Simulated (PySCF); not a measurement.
Isomers of C4H3F3 and their computed core-level spectra.

Level of theory: delta-SCF UKS SCAN, pcX-2 on the ionised atom, pcseg-1 elsewhere, spin-free X2C in PySCF 2.14.0. Geometries: GFN2-xTB; isolated species, one conformer each.

Line lists (1s up to Mg, 2p3/2 beyond; areas count atoms within a level, one atom standing for each set equivalent by bonding):
1. C 1s: 291.70 (area 1), 291.74 (area 1), 291.82 (area 1), 298.58 (area 1) eV; F 1s: 693.83 eV
2. C 1s: 290.36 (area 1), 291.41 (area 1), 293.61 (area 1), 295.24 (area 1) eV; F 1s: 693.61 (area 1), 694.21 (area 1), 694.28 (area 1) eV
3. C 1s: 290.82 (area 1), 291.32 (area 1), 292.83 (area 1), 298.48 (area 1) eV; F 1s: 694.03 eV

Structures:
A. `C#CCC(F)(F)F`
B. `C(C(=C(F)F)F)=C`
C. `FC(F)(F)C1=CC1`

Task: Match each list to its structure.

Result: 
- 1 = C: another candidate has the same counts of sites, so positions decide. C 1s: 291.70 alkene CH carbon, 291.74 allylic carbon, 291.82 fully substituted alkene carbon, 298.58 CF3 carbon; F 1s: 693.83 fluorine of a CF3 group (×3).
- 2 = B: no other candidate has these counts of sites. C 1s: 290.36 terminal =CH2 carbon, 291.41 alkene CH carbon, 293.61 vinylic C–F carbon, 295.24 =CF2 carbon; F 1s: 693.61 vinyl fluorine, 694.21 vinyl fluorine, 694.28 vinyl fluorine.
- 3 = A: another candidate has the same counts of sites, so positions decide. C 1s: 290.82 terminal alkyne carbon, 291.32 alkyne carbon, 292.83 propargylic carbon, 298.48 CF3 carbon; F 1s: 694.03 fluorine of a CF3 group (×3).

2 of these hole states are spin-contaminated (⟨S²⟩ up to 0.86, against 0.75; counted from 0.85) and less certain.
